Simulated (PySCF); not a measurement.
Isomers of C4H9FO3Si, mass 152.030 u with the commonest isotopes. Theory: PBE0/pcSseg-1 in PySCF (dipole) on a GFN2-xTB geometry, gas phase. One conformer each, none proved a minimum here; rigid rotors.

Task: Order these by rotational constant C, largest first.
A. `[CH3:1][O:2][Si@H:3]([OH:4])[CH2:5][O:6]/[CH:7]=[CH:8]\[F:9]` with C1–O2–Si3–O4 -52°, O2–Si3–O4–H -163°, O2–Si3–C5–O6 170°, Si3–C5–O6–C7 178°, C5–O6–C7–C8 2°
B. `[OH:1][Si:2]1([CH2:3][F:4])[O:5][CH2:6][CH2:7][CH2:8][O:9]1` with H–O1–Si2–C3 180°, O1–Si2–C3–F4 180°, O1–Si2–O5–C6 -153°, Si2–O5–C6–C7 47°, O5–C6–C7–C8 -60°, C6–C7–C8–O9 60°
C. `[CH3:1][C@@:2]1([O:3][CH2:4][F:5])[CH2:6][O:7][SiH2:8][O:9]1` with C1–C2–O3–C4 -67°, C2–O3–C4–F5 85°, C1–C2–C6–O7 138°, C2–C6–O7–Si8 -8°, C6–O7–Si8–O9 -1°, O7–Si8–O9–C2 12°
D. `[CH3:1][O:2][Si@@H:3]([OH:4])[CH2:5][O:6]/[CH:7]=[CH:8]/[F:9]` with C1–O2–Si3–O4 54°, O2–Si3–O4–H 162°, O2–Si3–C5–O6 -168°, Si3–C5–O6–C7 -178°, C5–O6–C7–C8 -1°

Result: B (1059 MHz), C (865.3 MHz), A (515.9 MHz), D (440.2 MHz).

Task: Order these by out-of-plane moment Σ m c² = (Ia + Ib − Ic)/2, smallest first.
A. `[CH3:1][O:2][Si@@H:3]([OH:4])[CH2:5][O:6]/[CH:7]=[CH:8]/[F:9]` with C1–O2–Si3–O4 54°, O2–Si3–O4–H 162°, O2–Si3–C5–O6 -168°, Si3–C5–O6–C7 -178°, C5–O6–C7–C8 -1°
B. `[CH3:1][O:2][Si@H:3]([OH:4])[CH2:5][O:6]/[CH:7]=[CH:8]\[F:9]` with C1–O2–Si3–O4 -52°, O2–Si3–O4–H -163°, O2–Si3–C5–O6 170°, Si3–C5–O6–C7 178°, C5–O6–C7–C8 2°
C. `[OH:1][Si:2]1([CH2:3][F:4])[O:5][CH2:6][CH2:7][CH2:8][O:9]1` with H–O1–Si2–C3 180°, O1–Si2–C3–F4 180°, O1–Si2–O5–C6 -153°, Si2–O5–C6–C7 47°, O5–C6–C7–C8 -60°, C6–C7–C8–O9 60°
D. `[CH3:1][C@@:2]1([O:3][CH2:4][F:5])[CH2:6][O:7][SiH2:8][O:9]1` with C1–C2–O3–C4 -67°, C2–O3–C4–F5 85°, C1–C2–C6–O7 138°, C2–C6–O7–Si8 -8°, C6–O7–Si8–O9 -1°, O7–Si8–O9–C2 12°

Result: A (18.41 u·Å²), B (19.71 u·Å²), D (68.38 u·Å²), C (107.48 u·Å²).

Task: Order these by dipole moment, smallest first.
A. `[OH:1][Si:2]1([CH2:3][F:4])[O:5][CH2:6][CH2:7][CH2:8][O:9]1` with H–O1–Si2–C3 180°, O1–Si2–C3–F4 180°, O1–Si2–O5–C6 -153°, Si2–O5–C6–C7 47°, O5–C6–C7–C8 -60°, C6–C7–C8–O9 60°
B. `[CH3:1][C@@:2]1([O:3][CH2:4][F:5])[CH2:6][O:7][SiH2:8][O:9]1` with C1–C2–O3–C4 -67°, C2–O3–C4–F5 85°, C1–C2–C6–O7 138°, C2–C6–O7–Si8 -8°, C6–O7–Si8–O9 -1°, O7–Si8–O9–C2 12°
C. `[CH3:1][O:2][Si@@H:3]([OH:4])[CH2:5][O:6]/[CH:7]=[CH:8]/[F:9]` with C1–O2–Si3–O4 54°, O2–Si3–O4–H 162°, O2–Si3–C5–O6 -168°, Si3–C5–O6–C7 -178°, C5–O6–C7–C8 -1°

Result: B (1.29 D), C (2.02 D), A (2.38 D).

```
                SMILES  point group  Ia (u·Å²)  Ib (u·Å²)  Ic (u·Å²)      κ  μa (D)  μb (D)  μc (D)
  CO[Si@@H](O)CO/C=C/F           C1     125.08    1059.83    1148.10  -0.98    2.01    0.07    0.18
C[C@@]1(OCF)CO[SiH2]O1           C1     181.34     539.44     584.02  -0.93    1.09    0.43    0.54
   CO[Si@H](O)CO/C=C\F           C1     167.16     851.80     979.54  -0.94    0.09    1.31    0.19
      O[Si]1(CF)OCCCO1           Cs     286.61     405.61     477.26  -0.47    2.25    0.80    0.00
```
